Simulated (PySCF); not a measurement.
C3F5, SMILES C(F)(F)([C]=C(F)F)F, multiplicity 2. Atoms are numbered in the order given.

```xyz
8

F     -0.8874     2.5510     0.0000
C     -0.1290     1.4815     0.0000
F      1.1441     1.8132     0.0000
C     -0.5922     0.2493     0.0000
C     -0.0829    -1.1343     0.0000
F      1.2642    -1.1342     0.0000
F     -0.4924    -1.8139     1.0798
F     -0.4924    -1.8139    -1.0798
```
Charge 0, spin multiplicity 2.

Geometry optimised at B3LYP-D3(BJ)/def2-SVP. The isomer is the one that the SMILES or the coordinates give; other isomers of the formula were not compared.

Calculation: B3LYP-D3(BJ)/def2-SVP (PySCF).

Harmonic, unscaled wavenumbers; measured fundamentals usually lie a few per cent lower.

```
mode  ν (cm⁻¹)  IR (km/mol)  moving atoms (share of kinetic energy)
----  --------  -----------  --------------------------------------
1           25          0.0                                  F 94 %
2           98          0.0                          F 73 %, C 27 %
3          111          0.6                          F 83 %, C 17 %
4          321          1.0                          F 89 %, C 11 %
5          368          1.6                          F 89 %, C 11 %
6          425          0.1                          F 67 %, C 33 %
7          532          3.7                          F 87 %, C 13 %
8          584          0.0                          F 64 %, C 36 %
9          609          7.8                          F 78 %, C 22 %
10         638         18.8                          C 80 %, F 20 %
11         700         16.1                          F 58 %, C 42 %
12         830          4.5                          F 62 %, C 38 %
13        1037        284.1                          F 51 %, C 49 %
14        1175        222.5                          C 75 %, F 25 %
15        1205        321.8                          C 77 %, F 23 %
16        1310        389.8                          C 74 %, F 26 %
17        1333         83.1                          C 85 %, F 15 %
18        1853        409.5                                  C 98 %
```
